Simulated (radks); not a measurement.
Values are calculated unless marked as measured or tabulated.
The helium ion He+, 1 electrons, occupied as 1s0.5 2s0.5 (fractional occupations, a model configuration). Level of theory: scalar-relativistic Kohn-Sham, exchange-only B88, spin-polarised, spherical densities, point nucleus; open shells are filled with parallel spins first (a radial shooting solver on a logarithmic mesh with Libxc functionals).

X-ray form factor f0, the Fourier transform of the density (f0(0) = 1):

sin(theta)/lambda (1/angstrom)  f0 (electrons)
0.05                                     0.894
0.1                                      0.679
0.15                                     0.504
0.2                                      0.409
0.25                                     0.362
0.3                                      0.330
0.4                                      0.267
0.5                                      0.203
0.6                                      0.150
0.8                                      0.081
1                                        0.044
1.25                                     0.022
1.5                                      0.012
2                                        0.004
